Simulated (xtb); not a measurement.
ClF₂H₃Si₂, SMILES Cl[Si](F)([SiH3])F. All values are semi-empirical tight-binding results from xtb (GFN2-xTB unless named), good for trends rather than for accurate numbers. Geometry: GFN2-xTB.

Optimised geometry:

```xyz
8

F     -0.6661     1.5339     0.6570
Si    -0.1791     0.0742     0.1983
F     -0.7546    -0.7643     1.4396
Si     2.1110    -0.0436     0.1109
Cl    -1.3017    -0.4204    -1.3809
H      2.5464    -1.4230    -0.1230
H      2.6272     0.7965    -0.9728
H      2.6951     0.4181     1.3726
```
Charge 0, spin multiplicity 1.

* **orbital gap**: 4.88 eV
* **dipole moment**: 2.57 D
* **zero-point energy**: 19.5 kcal/mol
* **G − E(el) at 298.15 K (modified RRHO)**: -1.6 kcal/mol
* **static polarisability (D4 model)**: 78.9 bohr³
* **solvation energy, GFN2-xTB/ALPB(water)**: -0.8 kcal/mol
* **solvation energy, GFN2-xTB/ALPB(dmf)**: -3.1 kcal/mol

Computed atomic charges and the Wiberg bond orders between heavy atoms:
charges (e) F1 -0.26, Si2 0.57, F3 -0.26, Si4 0.40, Cl5 -0.21, H6 -0.08, H7 -0.08, H8 -0.07. Bond orders F1–Si2 1.10, Si2–F3 1.11, Si2–Si4 0.77, Si2–Cl5 1.13.
